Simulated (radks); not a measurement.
Spherical jellium clusters: N electrons in a uniform positive sphere of charge N and radius rs N^(1/3), rs = 4.18 bohr. Method: non-relativistic Kohn-Sham, LDA (Slater exchange, Perdew-Wang correlation), spin-polarised, spherical densities; computed with a radial shooting solver with Libxc functionals. Levels are named by radial order and angular momentum (1s, 1p, 1d, 2s, ...), and open shells are averaged over m.

N = 13, configuration 1s2 1p6 1d(up 5, down 0). This is the lowest configuration that the search found. Occupied and some empty levels:

level    occupation  eigenvalue (eV)  <r> (bohr)
1s up             1          -4.8078       6.316
1s down           1          -4.4365       5.993
1p up             3          -3.9249       7.461
1p down           3          -3.4577       7.403
1d up             5          -2.8060       8.375
1d down           0          -2.3230       8.488
2s up             0          -2.2525       7.362
2s down           0          -2.0177       7.613
1f up             0          -1.5339       9.319
1f down           0          -1.0889       9.636
2p up             0          -1.0415       9.807
2p down           0         -0.82048       10.28

Energy (eV): total -23.3705, kinetic 21.556, external -552.46, Hartree 272.45, exchange-correlation -45.650, background 280.74.

Electron density:

r (bohr)  n(r) (e/bohr^3)
0.318            0.001747
1.11             0.001884
1.91             0.002161
2.71             0.002552
3.51             0.003009
4.31             0.003463
5.10             0.003819
5.90             0.003964
6.70             0.003803
7.50             0.003307
8.29             0.002562
9.09             0.001749
9.89             0.001055
10.7            0.0005739
11.5            0.0002911
12.3            0.0001418
13.1           0.00006607
13.9           0.00003000
14.7           0.00001338
15.5            5.957e-06
